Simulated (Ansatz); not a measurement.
Computed with PBE-D3(BJ)/def2-SVP (Ansatz, a quantum-chemistry and plane-wave program). No frequencies were computed at this level.

Ansatz 0.2 input:
```yaml
crystal:
  periodic: [false, false, false]
  atoms:
    - { symbol: Nb, position_ang: [0.066262, 0.131908, -0.054357] }
    - { symbol: N, position_ang: [-0.989784, -0.147002, -1.72434] }
    - { symbol: H, position_ang: [-1.186069, -1.043951, -2.16489] }
    - { symbol: H, position_ang: [-1.423274, 0.58342, -2.286445] }
    - { symbol: N, position_ang: [-0.221997, -1.137975, 1.476391] }
    - { symbol: H, position_ang: [-0.701242, -0.933171, 2.350564] }
    - { symbol: H, position_ang: [0.170222, -2.074576, 1.547879] }
    - { symbol: N, position_ang: [1.362256, 1.667448, 0.004526] }
    - { symbol: H, position_ang: [2.376895, 1.604168, -0.03834] }
    - { symbol: H, position_ang: [1.117655, 2.640592, 0.175012] }
    - { symbol: N, position_ang: [1.545148, -1.092468, -0.593835] }
    - { symbol: H, position_ang: [2.151256, -1.669437, -0.011] }
    - { symbol: H, position_ang: [1.945431, -1.124512, -1.532258] }
    - { symbol: N, position_ang: [-1.237099, 1.405913, 0.755142] }
    - { symbol: H, position_ang: [-2.248893, 1.271582, 0.738437] }
    - { symbol: H, position_ang: [-1.070147, 2.196832, 1.3767] }
basis:
  gaussian: { orbitals: def2-svp }
hamiltonian:
  xc: pbe
  dispersion: d3bj
relax:
  max_steps: 150
```

Output:

```
Functional definition: PBE
1717 factors; their error is unknown
mean field evaluation 1: about -9115.0243 eV, gradient 1.4e2 eV
mean field evaluation 2: about -8884.1084 eV, gradient 3.0e2 eV
mean field evaluation 4: about -9149.3814 eV, gradient 3.8e1 eV
mean field evaluation 8: about -9153.0499 eV, gradient 8.6e-1 eV
mean field evaluation 16: about -9152.9773 eV, gradient 2.7e-3 eV
mean field -9152.97728497 eV, -336.3657111118 hartree, gradient 2.3e-5 eV, S^2 0.000000; 0 other end points of the search recorded, 0 dependent functions left out
reference -9152.97737406 eV, -336.3657143860 hartree; 29, 29 occupied and 122, 122 virtual orbitals, 1717 factors
relax step   1: F+E_penalty+E_count = -9153.37126184 eV  Δ(F+E_penalty+E_count) = +0.000e0 eV  max|allowed force component| = 6.412e-1 eV/Å  Δτ_max = 0.0000 Å  (35 SCF iters, accepted)
these checks for a lower state are left out or cut short: starts, cluster_reference, orbital_swaps, neighbouring_geometries, increment
1717 factors; their error is unknown
mean field -9153.05981960 eV, -336.3687442035 hartree, gradient 1.3e-5 eV, S^2 0.000000; 0 other end points of the search recorded, 0 dependent functions left out
reference -9153.05990872 eV, -336.3687474788 hartree; 29, 29 occupied and 122, 122 virtual orbitals, 1717 factors
relax step   2: F+E_penalty+E_count = -9153.44976309 eV  Δ(F+E_penalty+E_count) = -7.850e-2 eV  max|allowed force component| = 3.366e-1 eV/Å  Δτ_max = 0.1246 Å  (33 SCF iters, accepted)
these checks for a lower state are left out or cut short: starts, cluster_reference, orbital_swaps, neighbouring_geometries, increment
1717 factors; their error is unknown
mean field evaluation 32: about -9152.8918 eV, gradient 8.0e0 eV
mean field -9153.06686101 eV, -336.3690029707 hartree, gradient 9.1e-6 eV, S^2 0.000000; 0 other end points of the search recorded, 0 dependent functions left out
reference -9153.06695076 eV, -336.3690062690 hartree; 29, 29 occupied and 122, 122 virtual orbitals, 1717 factors
relax step   3: F+E_penalty+E_count = -9153.45684319 eV  Δ(F+E_penalty+E_count) = -7.080e-3 eV  max|allowed force component| = 4.917e-1 eV/Å  Δτ_max = 0.1555 Å  (32 SCF iters, accepted)
these checks for a lower state are left out or cut short: starts, cluster_reference, orbital_swaps, neighbouring_geometries, increment
1717 factors; their error is unknown
mean field -9153.09046749 eV, -336.3698704928 hartree, gradient 6.7e-6 eV, S^2 0.000000; 0 other end points of the search recorded, 0 dependent functions left out
reference -9153.09055735 eV, -336.3698737950 hartree; 29, 29 occupied and 122, 122 virtual orbitals, 1717 factors
relax step   4: F+E_penalty+E_count = -9153.48113162 eV  Δ(F+E_penalty+E_count) = -2.429e-2 eV  max|allowed force component| = 3.184e-1 eV/Å  Δτ_max = 0.0923 Å  (33 SCF iters, accepted)
these checks for a lower state are left out or cut short: starts, cluster_reference, orbital_swaps, neighbouring_geometries, increment
1717 factors; their error is unknown
mean field -9153.08424417 eV, -336.3696417901 hartree, gradient 1.8e-5 eV, S^2 0.000000; 0 other end points of the search recorded, 0 dependent functions left out
reference -9153.08433448 eV, -336.3696451087 hartree; 29, 29 occupied and 122, 122 virtual orbitals, 1717 factors
relax step   5: F+E_penalty+E_count = -9153.47807762 eV  Δ(F+E_penalty+E_count) = +3.054e-3 eV  max|allowed force component| = 4.347e-1 eV/Å  Δτ_max = 0.1831 Å  (38 SCF iters, rejected (line search))
these checks for a lower state are left out or cut short: starts, cluster_reference, orbital_swaps, neighbouring_geometries, increment
1717 factors; their error is unknown
mean field -9153.11023589 eV, -336.3705969679 hartree, gradient 2.4e-5 eV, S^2 0.000000; 0 other end points of the search recorded, 0 dependent functions left out
reference -9153.11032600 eV, -336.3706002794 hartree; 29, 29 occupied and 122, 122 virtual orbitals, 1717 factors
relax step   6: F+E_penalty+E_count = -9153.50209274 eV  Δ(F+E_penalty+E_count) = -2.096e-2 eV  max|allowed force component| = 2.831e-1 eV/Å  Δτ_max = 0.0895 Å  (31 SCF iters, accepted)
these checks for a lower state are left out or cut short: starts, cluster_reference, orbital_swaps, neighbouring_geometries, increment
1717 factors; their error is unknown
mean field evaluation 64: about -9153.1188 eV, gradient 6.3e-4 eV
mean field -9153.11882240 eV, -336.3709125163 hartree, gradient 1.9e-5 eV, S^2 0.000000; 0 other end points of the search recorded, 0 dependent functions left out
reference -9153.11891254 eV, -336.3709158292 hartree; 29, 29 occupied and 122, 122 virtual orbitals, 1717 factors
relax step   7: F+E_penalty+E_count = -9153.51007201 eV  Δ(F+E_penalty+E_count) = -7.979e-3 eV  max|allowed force component| = 1.489e-1 eV/Å  Δτ_max = 0.1000 Å  (32 SCF iters, accepted)
these checks for a lower state are left out or cut short: starts, cluster_reference, orbital_swaps, neighbouring_geometries, increment
1717 factors; their error is unknown
mean field -9153.11301635 eV, -336.3706991481 hartree, gradient 1.5e-5 eV, S^2 0.000000; 0 other end points of the search recorded, 0 dependent functions left out
reference -9153.11310675 eV, -336.3707024703 hartree; 29, 29 occupied and 122, 122 virtual orbitals, 1717 factors
relax step   8: F+E_penalty+E_count = -9153.50640198 eV  Δ(F+E_penalty+E_count) = +3.670e-3 eV  max|allowed force component| = 2.709e-1 eV/Å  Δτ_max = 0.0976 Å  (32 SCF iters, rejected (line search))
these checks for a lower state are left out or cut short: starts, cluster_reference, orbital_swaps, neighbouring_geometries, increment
1717 factors; their error is unknown
mean field -9153.12264850 eV, -336.3710531230 hartree, gradient 1.6e-5 eV, S^2 0.000000; 0 other end points of the search recorded, 0 dependent functions left out
reference -9153.12273881 eV, -336.3710564418 hartree; 29, 29 occupied and 122, 122 virtual orbitals, 1717 factors
relax step   9: F+E_penalty+E_count = -9153.51500144 eV  Δ(F+E_penalty+E_count) = -4.929e-3 eV  max|allowed force component| = 5.403e-2 eV/Å  Δτ_max = 0.0475 Å  (34 SCF iters, accepted)
these checks for a lower state are left out or cut short: starts, cluster_reference, orbital_swaps, neighbouring_geometries, increment
1717 factors; their error is unknown
mean field -9153.12196685 eV, -336.3710280729 hartree, gradient 1.5e-5 eV, S^2 0.000000; 0 other end points of the search recorded, 0 dependent functions left out
reference -9153.12205732 eV, -336.3710313976 hartree; 29, 29 occupied and 122, 122 virtual orbitals, 1717 factors
relax step  10: F+E_penalty+E_count = -9153.51365608 eV  Δ(F+E_penalty+E_count) = +1.345e-3 eV  max|allowed force component| = 9.236e-2 eV/Å  Δτ_max = 0.0750 Å  (34 SCF iters, rejected (line search))
these checks for a lower state are left out or cut short: starts, cluster_reference, orbital_swaps, neighbouring_geometries, increment
1717 factors; their error is unknown
mean field -9153.12423510 eV, -336.3711114295 hartree, gradient 1.7e-5 eV, S^2 0.000000; 0 other end points of the search recorded, 0 dependent functions left out
reference -9153.12432554 eV, -336.3711147531 hartree; 29, 29 occupied and 122, 122 virtual orbitals, 1717 factors
relax step  11: F+E_penalty+E_count = -9153.51654282 eV  Δ(F+E_penalty+E_count) = -1.541e-3 eV  max|allowed force component| = 2.879e-2 eV/Å  Δτ_max = 0.0361 Å  (34 SCF iters, accepted)
these checks for a lower state are left out or cut short: starts, cluster_reference, orbital_swaps, neighbouring_geometries, increment
1717 factors; their error is unknown
mean field evaluation 96: about -9153.1946 eV, gradient 1.5e0 eV
mean field -9153.12478699 eV, -336.3711317109 hartree, gradient 1.8e-5 eV, S^2 0.000000; 0 other end points of the search recorded, 0 dependent functions left out
reference -9153.12487749 eV, -336.3711350370 hartree; 29, 29 occupied and 122, 122 virtual orbitals, 1717 factors
relax step  12: F+E_penalty+E_count = -9153.51701379 eV  Δ(F+E_penalty+E_count) = -4.710e-4 eV  max|allowed force component| = 1.330e-2 eV/Å  Δτ_max = 0.0359 Å  (33 SCF iters, accepted)
these checks for a lower state are left out or cut short: starts, cluster_reference, orbital_swaps, neighbouring_geometries, increment
1717 factors; their error is unknown
mean field -9153.12484705 eV, -336.3711339184 hartree, gradient 1.8e-5 eV, S^2 0.000000; 0 other end points of the search recorded, 0 dependent functions left out
reference -9153.12493757 eV, -336.3711372446 hartree; 29, 29 occupied and 122, 122 virtual orbitals, 1717 factors
relax step  13: F+E_penalty+E_count = -9153.51713453 eV  Δ(F+E_penalty+E_count) = -1.207e-4 eV  max|allowed force component| = 6.435e-3 eV/Å  Δτ_max = 0.0079 Å  (34 SCF iters, accepted)
1717 factors; their error is unknown
mean field evaluation 128: about -9153.1248 eV, gradient 3.2e-4 eV
mean field -9153.12484705 eV, -336.3711339184 hartree, gradient 3.0e-5 eV, S^2 0.000000; 1 other end points of the search recorded, 0 dependent functions left out
reference -9153.12493757 eV, -336.3711372446 hartree; 29, 29 occupied and 122, 122 virtual orbitals, 1717 factors
Total energy: -9153.51722504 eV, -336.3855535435 hartree
Atom 0 at     0.028775     0.122870    -0.116834 Å, force    -0.001004    -0.004117    -0.001527 eV/Å
Atom 1 at    -1.025374    -0.154727    -1.778465 Å, force    -0.002139    -0.000721    -0.002393 eV/Å
Atom 2 at    -1.562146    -0.999570    -2.003211 Å, force     0.005371     0.004146     0.003118 eV/Å
Atom 3 at    -1.115445     0.525704    -2.540871 Å, force     0.001174    -0.002286     0.005823 eV/Å
Atom 4 at    -0.354973    -1.206608     1.355751 Å, force    -0.006435     0.002183     0.004323 eV/Å
Atom 5 at    -0.840240    -0.977916     2.228324 Å, force     0.003302    -0.004033    -0.003710 eV/Å
Atom 6 at     0.152432    -2.092865     1.451125 Å, force    -0.001807     0.004030     0.000049 eV/Å
Atom 7 at     1.305928     1.687256    -0.181969 Å, force     0.006346    -0.003038    -0.003592 eV/Å
Atom 8 at     2.326015     1.599596    -0.211242 Å, force    -0.004691     0.003034     0.000626 eV/Å
Atom 9 at     1.037095     2.636378     0.098565 Å, force     0.000558     0.000485     0.000266 eV/Å
Atom 10 at     1.635294    -1.075847    -0.467662 Å, force     0.004158     0.002259     0.001105 eV/Å
Atom 11 at     2.338646    -1.420460     0.195446 Å, force    -0.005639     0.001746     0.000670 eV/Å
Atom 12 at     2.015783    -1.179077    -1.417376 Å, force    -0.003256     0.001747    -0.002422 eV/Å
Atom 13 at    -1.163440     1.430254     0.888271 Å, force     0.001644    -0.000367     0.005300 eV/Å
Atom 14 at    -2.187502     1.363969     0.822931 Å, force    -0.000291    -0.002614    -0.003459 eV/Å
Atom 15 at    -0.934228     2.019813     1.696405 Å, force     0.002709    -0.002453    -0.004177 eV/Å
Dipole moment:     0.016294     0.004680     0.025943 e Å
```

Cost: very roughly 40 core-seconds.
